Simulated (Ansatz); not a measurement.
`O[SiH2][AsH2]` + H₂Se → `O[SiH2][SeH]` + `[AsH3]` at 298.15 K and 1 bar (cleavage of the Si–As bond).

Isolated molecules relaxed with PBE0-D4/def2-TZVP in Ansatz; ΔE leaves out vibrations. CBS: MP2 limit from def2 TZ/QZ plus the TZ coupled-cluster correction, frozen cores. For As, Se outer-core shells are correlated without core-valence functions, which leaves a few kJ/mol of doubt a bond. Scalar relativity is left out up to krypton. One conformer a species, not always the lowest.

```tsv
species	CCSD(T)/CBS energy (Eh)	H − E (kJ/mol)	S (J/(mol·K))
`O[SiH2][AsH2]`	-2602.30953	141.2	326.3
H₂Se	-2401.89790	45.8	219.1
`O[SiH2][SeH]`	-2767.43299	120.8	318.3
`[AsH3]`	-2236.79077	67.8	222.9
```

H − E and S are ideal-gas, rigid-rotor, harmonic terms from PBE0-D4/def2-TZVP, for one conformer and one mirror image of each species. 1 Eh = 2625.50 kJ/mol, R = 8.31446 J/(mol·K).

Task: By hand: ΔE, ΔH, ΔS and ΔG.

Result: ΔE = (-2767.43299) + (-2236.79077) − (-2602.30953) − (-2401.89790) = -0.01633 Eh = -42.9 kJ/mol. Δ(H − E) = 120.8 + 67.8 − 141.2 − 45.8 = 1.6, so ΔH = -41.3 kJ/mol. ΔS = 318.3 + 222.9 − 326.3 − 219.1 = -4.2 J/(mol·K). ΔG = -41.3 − 298.15 × (-4.2)/1000 = -40.0 kJ/mol.

Task: By hand: the equilibrium constant, and the temperature at which ΔG would vanish if ΔH and ΔS stayed fixed.

Result: log₁₀ K = −ΔG/(RT ln 10) = 7.0. ΔG = 0 at ΔH/ΔS = 9833 K, far beyond where these terms or the molecules hold.

The number of gas molecules stays the same, so ΔS is small and ΔH decides. A doubt of 5 kJ/mol in ΔE shifts log₁₀ K by 0.9 here. Other conformers and mirror images would add mixing entropy, several J/(mol·K) or more a flexible species. These are equilibria of isolated gas molecules and say nothing of rates. Largest T1 diagnostic: 0.011 (customary marks: 0.02 for closed shells, 0.045 for open ones).
